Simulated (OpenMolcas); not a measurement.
Ti: the spin-orbit constant, worked from levels

* Program: OpenMolcas
* Basis: ANO-RCC-VTZP [6s5p3d2f1g]
* Scalar Hamiltonian: DKH2, point nucleus
* Active space: 4 electrons in 6 orbitals (3d 4s)
* State averaging: 2S+1 = 3 even, 55 roots; 2S+1 = 5 even, 10 roots kept (CI in the orbitals of an earlier block); 2S+1 = 1 even, 49 roots kept (CI in the orbitals of an earlier block)
* Spin-orbit coupling: state interaction with AMFI integrals over the reference wave functions, term energies averaged over their components

Methods: CASSCF; MS-CASPT2, IPEA 0.25 Eh, imaginary shift 0.1 Eh (closed shells correlated: 3s 3p). Measured levels: NIST Handbook of Basic Atomic Spectroscopic Data.

**The spin-orbit constant.** For the Hund term 3F of d2, E(J) = (A/2) J(J+1) + constant and ζ = 2S·A = 2A. From J = 2 to J = 4 the energy changes by 7 A.

```
   Source  E(4) - E(2)     A    ζ
   CASSCF        327.1  46.7   93
MS-CASPT2        333.2  47.6   95
 measured        386.9  55.3  111
```

All in cm-1. MS-CASPT2 is off by -13.9 % and CASSCF by -15.5 %. Both methods take the spin-orbit matrix elements from the reference wave functions, so the second can move ζ only through the term energies and any multistate remixing. Second-order mixing with other terms is absorbed into this ζ.

Term energies are means over components that CASPT2 splits; among the terms shown or strongly mixed into the levels shown the widest spread is 2500 cm-1 (3d2 4s2 3F, MS-CASPT2). Over all roots computed the reference weight is 0.81 to 0.92 in MS-CASPT2; the roots of lowest weight are the least certain, and an intruder state may touch them. Configurations are named by rounded mean occupations; where the s occupation lies near a half they are strongly mixed, a name can repeat and a true partner stay unpaired. Without dynamic correlation excited terms often stand tens of per cent too high (terms of higher spin than the ground term too low), and those without a measured partner can miss by more than the paired ones (holds for CASSCF). The lowest computed level is not the ground level that NIST lists (3F2) (holds for CASSCF). Measured partners are found by configuration, term and J. A level has none where our copy of the source lacks it or the pairing is in doubt (some pairs that miss far off the trend of their configuration count as doubtful), and it then counts in no deviation. Levels of configurations outside the active space are missing.
